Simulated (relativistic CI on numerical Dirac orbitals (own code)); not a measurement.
**Ni2+: L2,3 absorption edge**

Computed with this model: Dirac-Coulomb-Breit CI, separate exchange-only KLI orbitals for each configuration, a model potential for QED, valence Slater integrals scaled by 0.8, multiplet model of core-to-valence dipole absorption; configurations [Ar] 3d8 → [He] 2s2 2p5 3s2 3p6 3d9; 10 K; Lorentzian 0.6 eV and Gaussian 0.3 eV FWHM. Energies are those of the free ion, without screening or charge transfer. The branching ratio is the share of the lower-energy edge in the whole absorption, uncertain by about 0.02 where the edges overlap. S is read from ⟨S²⟩ = S(S + 1).

Field parameters in Wybourne normalisation: D3d B²₀ = −7Dσ, B⁴₀ = −14Dq − 21Dτ, B⁴₃ = −14√(10/7) Dq; D4h B²₀ = −7Ds, B⁴₀ = 21(Dq − Dt), B⁴₄ = 21√(5/14) Dq; Oh B⁴₀ = 21Dq, B⁴₄ = √(5/14) B⁴₀. The field is a parameter set, without covalency.

Case D4h, 10Dq = 16700, Ds = 1760, Dt = 760 cm⁻¹, the dichroism is that of the ground state at zero temperature, magnetised by exchange field 10 meV on Sz. The dichroism I(Δm = −1) − I(Δm = +1), over the sum of the three polarisations, integrates to -0.1317 on the lower edge and 0.0891 on the upper edge. The branching ratio is 0.744.

Q: Use the orbital sum rule with 2 holes to get ⟨Lz⟩.

A: For a p → d edge ⟨Lz⟩ = 2 × n_h × (sum of both integrals) in this sign convention = -0.17; the ground state itself has ⟨Lz⟩ = -0.15 and ⟨Sz⟩ = -0.99. The rule assumes one radial integral for both edges, which relativistic orbitals only approach.
